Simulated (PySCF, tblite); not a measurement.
Isomers of C6H7O (doublet state), one GFN2-xTB conformer each. Single-point energies are computed at B3LYP/pcH-1 (PySCF, gas phase, no added dispersion term), electronic only. GFN2-xTB treats the open shell by occupation alone, and not every SCF solution was tested for stability.

**Question.** Rank them by B3LYP/pcH-1 energy, lowest first (kcal/mol).
A. `[CH2:1]=[CH:2][CH:3][C:4](=[O:5])[CH:6]=[CH2:7]` (doublet state) with C1–C2–C3–C4 180°, C2–C3–C4–O5 0°, C3–C4–C6–C7 180°
B. `[CH2:1][C:2](=[O:3])[C:4](=[CH2:5])[CH:6]=[CH2:7]` (doublet state) with H–C1–C2–O3 -170° and 3°, C1–C2–C4–C5 -136°, C2–C4–C6–C7 18°
C. `CC1=CC[CH]C1=O` [radical]

**Answer.** C (0.0), A (9.7), B (26.6).

GFN2-xTB itself gives, in the same order: 0.0, 27.0, 41.2. Both levels put the same isomer lowest; measured from each level's own lowest isomer, the values differ by up to 17.3 kcal/mol (C=C[CH]C(=O)C=C: 27.0 against 9.7).

**Question.** What happens when harmonic zero-point energies from GFN2-xTB frequencies are added?

**Answer.** 
```csv
SMILES,ZPE (kcal/mol),electronic (kcal/mol),with ZPE (kcal/mol)
CC1=CC[CH]C1=O,68.3,0.0,0.0
C=C[CH]C(=O)C=C,66.9,9.7,8.3
[CH2]C(=O)C(=C)C=C,66.1,26.6,24.5
```

The zero-point energies span 2.2 kcal/mol. The order is unchanged.
